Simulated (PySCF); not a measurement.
# Iron: a sound run and one with changed settings

Sound run: Fe⁺ [Ar] 3d6 4s1, Fe²⁺ [Ar] 3d6. Computed with PySCF 2.14 in Sapporo-DKH3-DZP-2012 (6s4p3d1f, 40 functions), with scalar relativity by spin-free X2C-1e. The sound run starts from symmetry-adapted Hartree-Fock orbitals and uses a fine grid where one is needed.

A second run was set up differently.

```tsv
species	method	sound run (hartree)	changed run (hartree)	converged
Fe⁺	UHF	-1271.07925	-1271.07925	yes
Fe⁺	TPSS	-1272.32827	-1272.32015	yes
Fe⁺	r2SCAN	-1272.27147	-1272.26587	yes
Fe²⁺	UHF	-1270.51648	-1270.51648	yes
Fe²⁺	TPSS	-1271.72017	-1271.71167	yes
Fe²⁺	r2SCAN	-1271.65790	-1271.65226	yes
```

Ionisation energy of Fe⁺:

```json
{"method": "UHF", "sound run (eV)": "15.314", "changed run (eV)": "15.314"}
{"method": "TPSS", "sound run (eV)": "16.547", "changed run (eV)": "16.558"}
{"method": "r2SCAN", "sound run (eV)": "16.696", "changed run (eV)": "16.697"}
```

(1) What was changed?
A. basis contracted for another Hamiltonian
B. angular grid far too coarse
C. a valence shell is frozen
D. too few SCF iterations

## Answers

(1) B. It used 14 angular points. A coarse angular grid integrates products of high-l functions wrongly, so density functionals can shift, and the SCF can exploit the error; Hartree-Fock and MP2 need no grid.
